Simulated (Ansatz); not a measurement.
Reaction (ligand exchange at a Ge–C bond): `O[CH2][GeH3]` + `OC#C[SiH3]` → `[SiH3]C#C[O][GeH3]` + CH₃OH

Computed with Ansatz on PBE0-D4/def2-TZVP structures; ΔE is electronic, products minus reactants. CBS: MP2 limit from def2 TZ/QZ plus the TZ coupled-cluster correction, frozen cores. This one scheme is used for every species. Functionals use def2-TZVPP. For Ge outer-core shells are correlated without core-valence functions, which leaves a few kJ/mol of doubt a bond. Scalar relativity is left out up to krypton. Each species was taken in one conformer, which may not be the lowest.

```
             level  ΔE (kJ/mol)  difference from CCSD(T)/CBS
           PBE0-D4        -65.2                          2.6
               PBE        -62.7                          5.1
            r2SCAN        -70.7                         -2.9
              PBE0        -64.3                          3.5
SCS-MP2/def2-TZVPP        -77.8                        -10.0
CCSD(T)/def2-TZVPP        -70.7                         -2.9
     HF/def2-QZVPP        -88.1                        -20.3
    MP2/def2-QZVPP        -73.3                         -5.5
SCS-MP2/def2-QZVPP        -76.7                         -8.9
      HF/CBS(def2)        -88.3                        -20.5
       CCSD(T)/CBS        -67.8                            0
```

Largest T1 diagnostic among the species: 0.013.

In def2-TZVPP, CCSD(T) changes the Hartree–Fock value by +15.9 kJ/mol (the triples alone add +0.1 kJ/mol) and MP2 by +12.2 kJ/mol.
